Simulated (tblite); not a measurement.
C8H5S (doublet state).
SMILES: `C#Cc1ccccc1[S]`

Calculated harmonic vibrations of the isolated species, GFN2-xTB (tblite), most abundant isotopes, no scaling. This tight-binding method is rough: wavenumbers can miss measured ones by several per cent, in bad cases by 10 to 20. Open shells enter through the occupations alone, without spin polarisation, and single modes of such species can be off by tens of per cent.

Harmonic wavenumbers (cm⁻¹): 98.3, 112.8, 170.0, 249.7, 316.0, 370.6, 411.9, 476.9, 486.9, 509.1, 625.6, 665.1, 686.8, 688.4, 765.4, 778.3, 872.3, 911.0, 921.4, 1033.9, 1081.5, 1138.2, 1176.3, 1212.4, 1242.7, 1311.7, 1388.4, 1424.4, 1520.9, 1558.9, 2236.2, 3081.2, 3085.8, 3094.9, 3101.3, 3396.8.

A = 2063, B = 1406, C = 836.2 MHz; mass 133.011 u (most abundant isotopes); point group Cs, symmetry number 1; spin multiplicity 2.

Problem. Zero-point energy?

Solution. ½Σν̃ = 21101 cm⁻¹ = 252.42 kJ/mol.

Problem. Entropy at 350 K, 1 bar (ideal gas, RRHO, classical rotation)?

Solution. Translation 173.18, rotation 124.48, vibration 97.00, spin (R ln 2) 5.76: S = 400.4 J/(mol K).

Problem. And Cp and H(350 K) − H(0)?

Solution. Cp = 153.16 J/(mol K), of which vibrations give 119.90 (their classical limit is 36 R = 299.3); H(350 K) − H(0) = 31.27 kJ/mol without the zero-point energy, 19.63 from vibrations.

Problem. Blend soft modes into free rotors: weight 1/[1 + (100 cm⁻¹/ν̃)⁴] for the oscillator and the rest for a rotor with moment μB/(μ + B), μ = h/(8π²ν), B = 10⁻⁴⁴ kg m². What vibrational entropy results?

Solution. 94.26 J/(mol K) in place of 97.00, which changes −T·S at 350 K by +0.96 kJ/mol.

Problem. What must be added to the electronic energy to get the Gibbs energy at 350 K and 1 bar?

Solution. ZPE + [H(350 K) − H(0)] − T·S = 252.42 + 31.27 − 140.15 = 143.54 kJ/mol.

Problem. Which modes carry the vibrational entropy at 350 K?

Solution. 98.3 cm⁻¹: 15.90; 112.8 cm⁻¹: 14.78; 170.0 cm⁻¹: 11.46; 249.7 cm⁻¹: 8.45; 316.0 cm⁻¹: 6.70; 370.6 cm⁻¹: 5.57 J/(mol K); the other 30 give 34.13 together.

Problem. How do the functions run with temperature in this model?

Solution. 
| T (K) | S (J/(mol K)) | Cp (J/(mol K)) | H − H(0) (kJ/mol) | G − H(0) (kJ/mol) | ln q(vib) |
| --- | --- | --- | --- | --- | --- |
| 50 | 242.5 | 43.3 | 1.81 | -10.32 | 0.11 |
| 100 | 277.9 | 60.4 | 4.41 | -23.38 | 0.64 |
| 298.15 | 377.3 | 135.4 | 23.79 | -88.71 | 3.93 |
| 373.15 | 410.5 | 160.5 | 34.90 | -118.26 | 5.37 |
| 500 | 462.5 | 194.7 | 57.54 | -173.68 | 7.86 |
| 750 | 550.5 | 238.3 | 112.17 | -300.67 | 12.67 |
| 1000 | 622.9 | 264.7 | 175.29 | -447.62 | 17.14 |

q(vib) and H(0) count from the zero-point level.

Hindered rotation and anharmonicity are outside this model.
